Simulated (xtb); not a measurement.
C$_{2}$HO (SMILES [CH-]=C=O), charge -1, singlet, geometry from GFN2-xTB, atoms displaced at random by about 0.05 Å a coordinate; GFN1-xTB (xtb).

Here is a job for xtb.
```
$ xtb mol.xyz --gfn 1 --chrg -1 --opt tight --json

# file mol.xyz
4

C     -0.03562621    -0.13962238    -1.20408534
C      0.01110861    -0.11624408     0.02599351
H      0.02838795    -0.67351810    -2.09711287
O      0.02779589     0.23348084     1.23686645
```

Output, abridged:

```
   ID    Z sym.   atoms
    1    6 C      1, 2
    2    1 H      3
    3    8 O      4

           -------------------------------------------------
          |                Calculation Setup                |
           -------------------------------------------------

           -------------------------------------------------
          |                 G F N 1 - x T B                 |
           -------------------------------------------------

          ...................................................
          :                      SETUP                      :
          :.................................................:
          :  # basis functions                  14          :
          :  # atomic orbitals                  14          :
          :  # shells                            8          :
          :  # electrons                        16          :
          :  # halogen bonds                     0          :
          :  max. iterations                   250          :
          :  Hamiltonian                  GFN1-xTB          :
          :  restarted?                      false          :
          :  GBSA solvation                  false          :
          :  PC potential                    false          :
          :  electronic temp.          300.0000000     K    :
          :  accuracy                    1.0000000          :
          :  -> integral cutoff          0.2500000E+02      :
          :  -> integral neglect         0.1000000E-07      :
          :  -> SCF convergence          0.1000000E-05 Eh   :
          :  -> wf. convergence          0.2000000E-04 e    :
          :  Broyden damping             0.4000000          :
          :  net charge                         -1          :
          :  unpaired electrons                  0          :
          ...................................................

 iter      E             dE          RMSdq      gap      omega  full diag
   1     -9.6983635 -0.969836E+01  0.119E+01    6.53       0.0  T
   2     -9.7613241 -0.629606E-01  0.642E+00    6.04       1.0  T
   3     -9.7614225 -0.984107E-04  0.252E+00    6.13       1.0  T
   4     -9.7619897 -0.567218E-03  0.938E-02    6.08       1.0  T
   5     -9.7620264 -0.367285E-04  0.318E-02    6.09       1.6  T
   6     -9.7620265 -0.572507E-07  0.795E-03    6.09       6.3  T
   7     -9.7620266 -0.122639E-06  0.522E-04    6.09      95.7  T
   8     -9.7620266  0.198581E-09  0.705E-04    6.09      71.0  T
   9     -9.7620266 -0.138058E-08  0.255E-06    6.09   19631.9  T
  10     -9.7620266 -0.532907E-14  0.346E-08    6.09  100000.0  T

   *** convergence criteria satisfied after 10 iterations ***

         :::::::::::::::::::::::::::::::::::::::::::::::::::::
         ::                     SUMMARY                     ::
         :::::::::::::::::::::::::::::::::::::::::::::::::::::
         :: total energy              -9.623054964301 Eh    ::
         :: gradient norm              0.077191331174 Eh/a0 ::
         :: HOMO-LUMO gap              6.089074991572 eV    ::
         ::.................................................::
         :: SCC energy                -9.762026610177 Eh    ::
         :: -> electrostatic           0.198392838463 Eh    ::
         :: repulsion energy           0.139587151072 Eh    ::
         :: dispersion energy         -0.000615505196 Eh    ::
         :: halogen bond corr.         0.000000000000 Eh    ::
         :: add. restraining           0.000000000000 Eh    ::
         :: total charge              -1.000000000000 e     ::
         :::::::::::::::::::::::::::::::::::::::::::::::::::::

      -----------------------------------------------------------
     |                   =====================                   |
     |                        A N C O P T                        |
     |                   =====================                   |
     |               Approximate Normal Coordinate               |
[...]
 * total energy  :    -9.6250612 Eh     change       -0.2006218E-02 Eh
 * total energy  :    -9.6154106 Eh     change        0.9650605E-02 Eh
 * total energy  :    -9.6255460 Eh     change       -0.1013538E-01 Eh
 * total energy  :    -9.6260818 Eh     change       -0.5358223E-03 Eh
 * total energy  :    -9.6262268 Eh     change       -0.1450099E-03 Eh
 * total energy  :    -9.6263161 Eh     change       -0.8926384E-04 Eh
 * total energy  :    -9.6264271 Eh     change       -0.1110327E-03 Eh
 * total energy  :    -9.6264887 Eh     change       -0.6164735E-04 Eh
 * total energy  :    -9.6265701 Eh     change       -0.8141262E-04 Eh
 * total energy  :    -9.6266379 Eh     change       -0.6777770E-04 Eh
 * total energy  :    -9.6266662 Eh     change       -0.2823594E-04 Eh
 * total energy  :    -9.6266712 Eh     change       -0.5029533E-05 Eh
 * total energy  :    -9.6266718 Eh     change       -0.6067803E-06 Eh
   *** GEOMETRY OPTIMIZATION CONVERGED AFTER 14 ITERATIONS ***
[...]

   *** convergence criteria satisfied after 3 iterations ***

         :::::::::::::::::::::::::::::::::::::::::::::::::::::
         ::                     SUMMARY                     ::
         :::::::::::::::::::::::::::::::::::::::::::::::::::::
         :: total energy              -9.626671798197 Eh    ::
         :: gradient norm              0.000305935281 Eh/a0 ::
         :: HOMO-LUMO gap              6.921441953850 eV    ::
         ::.................................................::
         :: SCC energy                -9.776370374015 Eh    ::
         :: -> electrostatic           0.195795684548 Eh    ::
         :: repulsion energy           0.150313310457 Eh    ::
         :: dispersion energy         -0.000614734639 Eh    ::
         :: halogen bond corr.         0.000000000000 Eh    ::
         :: add. restraining           0.000000000000 Eh    ::
         :: total charge              -1.000000000000 e     ::
         :::::::::::::::::::::::::::::::::::::::::::::::::::::

           -------------------------------------------------
          |                Property Printout                |
           -------------------------------------------------

    * Orbital Energies and Occupations

         #    Occupation            Energy/Eh            Energy/eV
      -------------------------------------------------------------
         1        2.0000           -0.4957857             -13.4910
         2        2.0000           -0.3717154             -10.1149
         3        2.0000           -0.3192279              -8.6866
         4        2.0000           -0.2891535              -7.8683
         5        2.0000           -0.2881362              -7.8406
         6        2.0000           -0.2766963              -7.5293
         7        2.0000           -0.1413671              -3.8468
         8        2.0000           -0.1404792              -3.8226 (HOMO)
         9                          0.1138791               3.0988 (LUMO)
        10                          0.1195506               3.2531
        11                          0.1569872               4.2718
        12                          0.4247002              11.5567
        13                          0.7932159              21.5845
        14                          1.7395926              47.3367
      -------------------------------------------------------------
                  HL-Gap            0.2543583 Eh            6.9214 eV
             Fermi-level           -0.0133001 Eh           -0.3619 eV

  Mulliken/CM5 charges         n(s)   n(p)   n(d)
     1C    -0.66722 -0.71753   1.064  3.603  0.000
     2C     0.33311  0.36609   0.995  2.672  0.000
     3H     0.01957  0.07454   0.980  0.000  0.000
     4O    -0.68547 -0.72310   1.759  4.926  0.000

Wiberg/Mayer (AO) data.
largest (>0.10) Wiberg bond orders for each atom

 ---------------------------------------------------------------------------
     #   Z sym  total        # sym  WBO       # sym  WBO       # sym  WBO
 ---------------------------------------------------------------------------
     1   6 C    3.757 --     2 C    2.425     3 H    0.989     4 O    0.343
     2   6 C    3.936 --     1 C    2.425     4 O    1.508
     3   1 H    0.999 --     1 C    0.989
     4   8 O    1.859 --     2 C    1.508     1 C    0.343
 ---------------------------------------------------------------------------

Topologies differ in total number of bonds
Writing topology from bond orders to xtbtopo.mol

 dipole moment from electron density (au)
     X       Y       Z
   0.0131  -0.1905  -0.3892  total (Debye):    1.102

optimized geometry written to: xtbopt.xyz

           -------------------------------------------------
          | TOTAL ENERGY               -9.626671798197 Eh   |
          | GRADIENT NORM               0.000305935281 Eh/α |
          | HOMO-LUMO GAP               6.921441953850 eV   |
           -------------------------------------------------
```
